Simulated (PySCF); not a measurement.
## From computed data to an observable: refractive index and permittivity of the vapour

CH₉FOSi₃, SMILES F[SiH2]O[SiH2][SiH2]C.

Coordinates come from a r2SCAN-D4/def2-SVP optimisation. The structure was generated by enumeration, and PubChem lists no compound with its InChIKey, so it may never have been made. The values are those of a single conformer.

B3LYP/def2-TZVP run with PySCF gives a mean static polarisability of 93.6 bohr³ and a dipole moment of 0.86 D. Take an ideal gas at 298.15 K and 0.1 bar, whether or not the substance is that volatile.

Task: Work out n − 1 in the optical limit and the static ε − 1.

Result: 
Polarisability volume α' = 93.6 × 0.148185 = 13.87 Å³. Number density N = p/kT = 2.43e-6 Å⁻³.
Dilute limit of Lorentz–Lorenz: n − 1 = 2π N α' = 0.00021.
Orientation term of Debye: μ²/(3kT) = 8.098 Å³ × μ²(D²) = 5.99 Å³.
ε − 1 = 4π N (α' + μ²/3kT) = 0.00061. Orientation of the dipole supplies 30 % of the static response; it can't follow optical fields. Vibrational polarisation and dispersion are left out.
